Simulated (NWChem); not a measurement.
Everything below was run with NWChem. System: silacyclobutane (C$_{3}$H$_{8}$Si), charge 0, spin multiplicity 1, at a geometry optimised with B3LYP/def2-SVP. Level: EOM-CCSD/6-31+G* (spherical d), 8 core orbitals frozen.

Input file:

```
start mol
memory heap 100 mb stack 700 mb global 1900 mb
geometry units angstroms nocenter noautoz
  C     -1.001990    -0.905804     0.000000
  C     -0.145598    -0.399736    -1.206432
  Si     0.646804     0.845952     0.000000
  C     -0.145598    -0.399736     1.206432
  H     -1.200884    -1.991329     0.000000
  H     -1.982512    -0.401266     0.000000
  H      0.584872    -1.160584    -1.528475
  H     -0.704557    -0.065549    -2.092751
  H     -0.002778     2.191909     0.000000
  H      2.129405     1.041282     0.000000
  H      0.584872    -1.160584     1.528475
  H     -0.704557    -0.065549     2.092751
  symmetry group Cs
end
basis spherical
  * library 6-31+g*
end
scf
  rhf
  nopen 0
  maxiter 100
  thresh 1e-7
  semidirect memsize 60000000 filesize 0
end
tce
  freeze core 8
  ccsd
  nroots 2
  2eorb
  2emet 13
  thresh 1e-5
  maxiter 200
  tilesize 24
end
task tce energy
```

NWChem printed:

```
             Northwest Computational Chemistry Package (NWChem) 7.3.0
             --------------------------------------------------------

                                NWChem Input Module
                                -------------------

 Scaling coordinates for geometry "geometry" by  1.889725989
 (inverse scale =  0.529177249)

 Turning off AUTOSYM since
 SYMMETRY directive was detected!

                             Geometry "geometry" -> ""
                             -------------------------

 Output coordinates in angstroms (scale by  1.889725989 to convert to a.u.)

  No.       Tag          Charge          X              Y              Z
 ---- ---------------- ---------- -------------- -------------- --------------
    1 C                    6.0000    -1.00199000    -0.90580400     0.00000000
    2 C                    6.0000    -0.14559800    -0.39973600    -1.20643200
    3 Si                  14.0000     0.64680400     0.84595200     0.00000000
    4 C                    6.0000    -0.14559800    -0.39973600     1.20643200
    5 H                    1.0000    -1.20088400    -1.99132900     0.00000000
    6 H                    1.0000    -1.98251200    -0.40126600     0.00000000
    7 H                    1.0000     0.58487200    -1.16058400    -1.52847500
    8 H                    1.0000    -0.70455700    -0.06554900    -2.09275100
    9 H                    1.0000    -0.00277800     2.19190900     0.00000000
   10 H                    1.0000     2.12940500     1.04128200     0.00000000
   11 H                    1.0000     0.58487200    -1.16058400     1.52847500
   12 H                    1.0000    -0.70455700    -0.06554900     2.09275100

 Effective nuclear repulsion energy (a.u.)     167.3838792497

            Nuclear Dipole moment (a.u.)
            ----------------------------
        X                 Y               Z
 ---------------- ---------------- ----------------
     0.0000018897     0.0000037795     0.0000000000

      Symmetry information
      --------------------

 Group name             Cs
 Group number              2
 Group order               2
 No. of unique centers     9

      Symmetry unique atoms

     1    2    3    5    6    7    8    9   10


 Summary of "ao basis" -> "" (spherical)
 ------------------------------------------------------------------------------
       Tag                 Description            Shells   Functions and Types
 ---------------- ------------------------------  ------  ---------------------
 *                          6-31+g*                   on all atoms

 Summary of "ao basis" -> "ao basis" (spherical)
 ------------------------------------------------------------------------------
       Tag                 Description            Shells   Functions and Types
 ---------------- ------------------------------  ------  ---------------------
 C                          6-31+g*                  8       18   4s3p1d
 Si                         6-31+g*                 10       22   5s4p1d
 H                          6-31+g*                  2        2   2s

                                 NWChem SCF Module
                                 -----------------

  ao basis        = "ao basis"
  functions       =    92
  atoms           =    12
  closed shells   =    20
  open shells     =     0
  charge          =   0.00
  wavefunction    = RHF
  use symmetry    = T
  symmetry adapt  = T

 Summary of "ao basis" -> "ao basis" (spherical)
 ------------------------------------------------------------------------------
       Tag                 Description            Shells   Functions and Types
 ---------------- ------------------------------  ------  ---------------------
 C                          6-31+g*                  8       18   4s3p1d
 Si                         6-31+g*                 10       22   5s4p1d
 H                          6-31+g*                  2        2   2s

      Symmetry analysis of basis
      --------------------------

        a'         59
        a"         33

 Forming initial guess at       0.1s

      Superposition of Atomic Density Guess
      -------------------------------------

 Sum of atomic energies:        -405.79411343

      Non-variational initial energy
      ------------------------------

 Total energy =    -408.344276
 1-e energy   =    -887.815388
 2-e energy   =     312.087233
 HOMO         =      -0.325730
 LUMO         =       0.020294

      Symmetry analysis of molecular orbitals - initial
      -------------------------------------------------

  Numbering of irreducible representations:

     1 a'          2 a"

  Orbital symmetries:

     1 a'          2 a'          3 a"          4 a'          5 a'
     6 a'          7 a'          8 a"          9 a'         10 a"
    11 a'         12 a'         13 a'         14 a'         15 a"
    16 a"         17 a'         18 a'         19 a"         20 a'
    21 a"         22 a'         23 a'         24 a'         25 a'
    26 a'         27 a"         28 a'         29 a"         30 a"

 Starting SCF solution at       1.6s

 ----------------------------------------------
         Quadratically convergent ROHF

 Convergence threshold     :          1.000E-07
 Maximum no. of iterations :          100
 Final Fock-matrix accuracy:          1.000E-09
 ----------------------------------------------

              iter       energy          gnorm     gmax       time
             ----- ------------------- --------- --------- --------
                 1     -407.0997465625  7.16D-01  1.98D-01      1.7
                 2     -407.1438637045  2.26D-01  6.56D-02      1.8
[...]
   0.0929568131695   0.2919989909239    7.94570     1.7     1.7

 Iteration   3 using    7 trial vectors
   0.0494127897115   0.2725763639795    7.41718
   0.0602015776217   0.2848521601194    7.75122     1.8     1.8

 Iteration   4 using    9 trial vectors
   0.0341426749664   0.2689759562009    7.31921
   0.0463032676934   0.2793341282424    7.60107     1.8     1.8

 Iteration   5 using   11 trial vectors
   0.0161901770618   0.2672326361081    7.27177
   0.0249473898967   0.2763411844859    7.51963     1.8     1.8

 Iteration   6 using   13 trial vectors
   0.0098479995094   0.2669827175034    7.26497
   0.0148687739623   0.2759278196183    7.50838     1.8     1.8

 Iteration   7 using   15 trial vectors
   0.0081402815443   0.2667882015525    7.25968
   0.0125311830452   0.2756020351384    7.49952     1.9     1.9

 Iteration   8 using   17 trial vectors
   0.0048688758365   0.2667566590936    7.25882
   0.0094859109690   0.2753549603751    7.49279     1.9     1.9

 Iteration   9 using   19 trial vectors
   0.0025113370153   0.2667775720905    7.25939
   0.0058025663233   0.2754030724868    7.49410     1.9     1.9

 Iteration  10 using   21 trial vectors
   0.0016365668307   0.2667603827655    7.25892
   0.0042926771935   0.2753603596692    7.49294     1.9     1.9

 Iteration  11 using   23 trial vectors
   0.0011858770664   0.2667600068099    7.25891
   0.0031623270156   0.2753245009668    7.49196     2.0     2.0

 Iteration  12 using   25 trial vectors
   0.0008449545165   0.2667622922256    7.25897
   0.0019879880565   0.2753290319911    7.49209     2.0     2.0

 Iteration  13 using   27 trial vectors
   0.0006424419240   0.2667554190568    7.25879
   0.0012924906762   0.2753096652763    7.49156     2.0     2.0

 Iteration  14 using   29 trial vectors
   0.0005160963557   0.2667581837037    7.25886
   0.0009791998565   0.2753059552063    7.49146     2.0     2.0

 Iteration  15 using   31 trial vectors
   0.0003815570143   0.2667609644303    7.25894
   0.0007175660917   0.2753129386124    7.49165     2.1     2.1

 Iteration  16 using   33 trial vectors
   0.0002681527059   0.2667585270331    7.25887
   0.0004462122087   0.2753100391622    7.49157     2.1     2.1

 Iteration  17 using   35 trial vectors
   0.0001809436221   0.2667577666892    7.25885
   0.0002732890833   0.2753083103775    7.49152     2.2     2.2

 Iteration  18 using   37 trial vectors
   0.0001151382631   0.2667578959945    7.25885
   0.0001790672916   0.2753086072775    7.49153     2.2     2.2

 Iteration  19 using   39 trial vectors
   0.0000666756861   0.2667577718122    7.25885
   0.0001144188178   0.2753081689094    7.49152     2.1     2.1

 Iteration  20 using   41 trial vectors
   0.0000363399993   0.2667578315847    7.25885
   0.0000677088412   0.2753080303774    7.49152     2.3     2.3

 Iteration  21 using   43 trial vectors
   0.0000184786394   0.2667579828549    7.25886
   0.0000386230073   0.2753082815213    7.49152     2.1     2.1

 Iteration  22 using   45 trial vectors
   0.0000107766923   0.2667580124073    7.25886
   0.0000241573993   0.2753083245884    7.49152     2.2     2.2

 Iteration  23 using   47 trial vectors
   0.0000073237630   0.2667579939342    7.25886
   0.0000175138773   0.2753082575176    7.49152     2.2     2.2

 Iteration  24 using   48 trial vectors
   0.0000069524753   0.2667579925024    7.25886
   0.0000128140552   0.2753082920211    7.49152     1.3     1.3

 Iteration  25 using   49 trial vectors
   0.0000065193257   0.2667579964038    7.25886
   0.0000081288692   0.2753083146172    7.49152     1.2     1.2
 --------------------------------------------------------------
 Iterations converged
 ------------------

 Excited state root  1
 Excitation energy / hartree =        0.266757996403786
                   / eV      =        7.258857502985805
 largest EOMCCSD amplitudes: R1 and R2

 Singles contributions
    21a'  (alpha) ---    20a'  (alpha)       -0.8176922650
    23a'  (alpha) ---    20a'  (alpha)       -0.1988766910
    27a'  (alpha) ---    20a'  (alpha)       -0.1345402748
    37a'  (alpha) ---    20a'  (alpha)        0.1714119132
    39a'  (alpha) ---    20a'  (alpha)        0.1226402554
    22a"  (alpha) ---    19a"  (alpha)       -0.2444909126

 Doubles contributions
 ------------------

 Excited state root  2
 Excitation energy / hartree =        0.275308314617240
                   / eV      =        7.491523598673133
 largest EOMCCSD amplitudes: R1 and R2

 Singles contributions
    21a'  (alpha) ---    20a'  (alpha)        0.1546323503
    23a'  (alpha) ---    20a'  (alpha)        0.2448271950
    27a'  (alpha) ---    20a'  (alpha)        0.1330311564
    22a"  (alpha) ---    19a"  (alpha)       -0.7987724074
    30a"  (alpha) ---    19a"  (alpha)       -0.1326812802
    33a"  (alpha) ---    19a"  (alpha)       -0.1599917436
    35a"  (alpha) ---    19a"  (alpha)        0.2263572593

 Doubles contributions

 =========================================
 Excited-state calculation ( a"  symmetry)
 =========================================
 Dim. of EOMCC iter. space      500

 EOMCCSD SOLVER TYPE  1
  maxdiff =   0.47613605341445275

 No. of initial right vectors    2

 EOM-CCSD right-hand side iterations
 --------------------------------------------------------------
      Residuum       Omega / hartree  Omega / eV    Cpu    Wall
 --------------------------------------------------------------

 Iteration   1 using    2 trial vectors
   0.4539850814021   0.3686710948727   10.03206
   0.4646344199297   0.3907812463509   10.63370     1.9     1.9

 Iteration   2 using    4 trial vectors
   0.0985683402504   0.2756199542585    7.50000
   0.0892653976637   0.2924452033576    7.95784     1.6     1.6

 Iteration   3 using    6 trial vectors
   0.0665621907894   0.2673159066435    7.27404
   0.0546648840458   0.2859109907570    7.78004     1.7     1.7

 Iteration   4 using    8 trial vectors
   0.0538838625189   0.2596848142686    7.06639
   0.0397880251513   0.2819415681535    7.67202     1.8     1.8

 Iteration   5 using   10 trial vectors
   0.0238532614067   0.2559885569813    6.96581
   0.0226839127636   0.2794725443920    7.60484     1.9     1.9

 Iteration   6 using   12 trial vectors
   0.0116905743863   0.2556313856758    6.95609
   0.0165046450583   0.2789563322217    7.59079     1.9     1.9

 Iteration   7 using   14 trial vectors
   0.0072621841349   0.2554126704157    6.95014
   0.0153664074817   0.2784124306488    7.57599     1.9     1.9

 Iteration   8 using   16 trial vectors
   0.0039697038493   0.2553625490250    6.94877
   0.0110687484360   0.2780832759840    7.56703     1.9     1.9

 Iteration   9 using   18 trial vectors
   0.0020546078106   0.2554014978650    6.94983
   0.0069824117011   0.2781040756367    7.56760     2.0     2.0

 Iteration  10 using   20 trial vectors
   0.0012970562249   0.2553826426652    6.94932
   0.0060018488688   0.2780014883485    7.56481     2.0     2.0

 Iteration  11 using   22 trial vectors
   0.0008798943174   0.2553809763794    6.94927
   0.0053352574622   0.2779246414359    7.56272     2.0     2.0

 Iteration  12 using   24 trial vectors
   0.0005567167806   0.2553835244618    6.94934
   0.0035917471810   0.2779224464607    7.56266     2.0     2.0

 Iteration  13 using   26 trial vectors
   0.0003039115504   0.2553797007509    6.94924
   0.0021094634580   0.2778839983850    7.56161     2.0     2.0

 Iteration  14 using   28 trial vectors
   0.0001712244640   0.2553803498319    6.94926
   0.0013766553690   0.2778849452265    7.56164     2.0     2.0

 Iteration  15 using   30 trial vectors
   0.0001174342903   0.2553814773135    6.94929
   0.0008653887174   0.2778906312951    7.56179     2.1     2.1

 Iteration  16 using   32 trial vectors
   0.0000870512268   0.2553812473110    6.94928
   0.0004849455455   0.2778850799561    7.56164     2.1     2.1

 Iteration  17 using   34 trial vectors
   0.0000507185470   0.2553807876069    6.94927
   0.0002960966477   0.2778837856253    7.56161     2.3     2.3

 Iteration  18 using   36 trial vectors
   0.0000264169208   0.2553808639089    6.94927
   0.0002010515266   0.2778842707393    7.56162     2.2     2.2

 Iteration  19 using   38 trial vectors
   0.0000158914251   0.2553808656283    6.94927
   0.0001245764237   0.2778837479437    7.56160     2.2     2.2

 Iteration  20 using   40 trial vectors
   0.0000105238314   0.2553807780344    6.94927
   0.0000649136047   0.2778839817806    7.56161     2.1     2.1

 Iteration  21 using   42 trial vectors
   0.0000064824432   0.2553808712669    6.94927
   0.0000331968672   0.2778840844147    7.56161     2.1     2.1

 Iteration  22 using   43 trial vectors
   0.0000064099268   0.2553808722613    6.94927
   0.0000188415735   0.2778841825921    7.56162     1.2     1.2

 Iteration  23 using   44 trial vectors
   0.0000063910623   0.2553808729806    6.94927
   0.0000120665393   0.2778841486288    7.56162     1.2     1.2

 Iteration  24 using   45 trial vectors
   0.0000063875502   0.2553808728017    6.94927
   0.0000077755968   0.2778841218573    7.56161     1.2     1.2
 --------------------------------------------------------------
 Iterations converged
 ------------------

 Excited state root  1
 Excitation energy / hartree =        0.255380872801669
                   / eV      =        6.949270086169944
 largest EOMCCSD amplitudes: R1 and R2

 Singles contributions
    21a'  (alpha) ---    19a"  (alpha)        0.1282360564
    22a"  (alpha) ---    20a'  (alpha)        0.8064333123
    30a"  (alpha) ---    20a'  (alpha)        0.2433803239
    33a"  (alpha) ---    20a'  (alpha)        0.1791738116
    35a"  (alpha) ---    20a'  (alpha)       -0.2862656373

 Doubles contributions
 ------------------

 Excited state root  2
 Excitation energy / hartree =        0.277884121857284
                   / eV      =        7.561614909759234
 largest EOMCCSD amplitudes: R1 and R2

 Singles contributions
    21a'  (alpha) ---    19a"  (alpha)       -0.8322111582
    23a'  (alpha) ---    19a"  (alpha)       -0.2175530732
    27a'  (alpha) ---    19a"  (alpha)       -0.1694541096
    37a'  (alpha) ---    19a"  (alpha)        0.1694313810
    38a'  (alpha) ---    19a"  (alpha)       -0.1025649107
    39a'  (alpha) ---    19a"  (alpha)        0.1520212584

 Doubles contributions

 Task  times  cpu:      122.6s     wall:      122.6s

 Total times  cpu:      122.6s     wall:      122.6s
```
